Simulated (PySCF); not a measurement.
PySCF input for (2R)-2-ethyloxetane (C5H10O), SMILES CC[C@@H]1CCO1, PBE0/pcSseg-1. Geometry optimised at B3LYP-D3(BJ)/def2-SVP. Other conformers were not sampled.

```python
import numpy as np
from pyscf import gto, scf, dft
from pyscf.prop.nmr import rks as nmr

mol = gto.M(
    atom='''
    C     2.29352309   -0.41046875   -0.51509969
    C     1.29563205    0.11852196    0.51316349
    C    -0.02411028    0.51953828   -0.11798350
    C    -1.23115377    0.77315777    0.80942146
    C    -1.88956411   -0.37396150    0.02172023
    O    -0.69747190   -0.59566132   -0.74586230
    H     2.54836179    0.36264007   -1.25891212
    H     3.22930225   -0.74076716   -0.03817768
    H     1.86058882   -1.26597724   -1.05556848
    H     1.70700984    0.99634514    1.04412376
    H     1.09495670   -0.65258023    1.27751416
    H     0.14562488    1.32984729   -0.85481198
    H    -1.70960253    1.75828233    0.72246371
    H    -1.03501777    0.55630181    1.86969515
    H    -2.74432615   -0.07549379   -0.61302079
    H    -2.18308442   -1.26403408    0.60626054
    ''',
    basis='pcSseg-1',
    charge=0,
    spin=0,
    max_memory=1600,
    verbose=3,
)
mf = dft.RKS(mol, xc='pbe0')
mf.grids.level = 3
mf.conv_tol = 1e-10
mf.max_cycle = 100
mf.kernel()
n = nmr.NMR(mf)
n.verbose = 2
n.max_cycle_cphf = 60
sigma = n.kernel()
print('atom   isotropic/ppm   span/ppm')
for i, s in enumerate(sigma):
    w = np.linalg.eigvalsh((s + s.T) / 2)
    print(f'{mol.atom_symbol(i):2s}{i + 1:3d} {w.mean():14.3f} {w[2] - w[0]:11.3f}')
```

It prints:

```
converged SCF energy = -271.386926022599
atom   isotropic/ppm   span/ppm
C   1        173.209      26.066
C   2        148.476      28.533
C   3        100.332      66.748
C   4        154.519      40.507
C   5        115.229      80.786
O   6        289.226     120.949
H   7         30.634      10.719
H   8         30.301      11.630
H   9         29.857       9.879
H  10         30.026       9.154
H  11         29.707       8.073
H  12         26.786       5.358
H  13         28.712       8.261
H  14         29.143       6.357
H  15         26.606       7.536
H  16         26.830       7.998
```

The run converged.

Cost: very roughly 60 core-seconds.
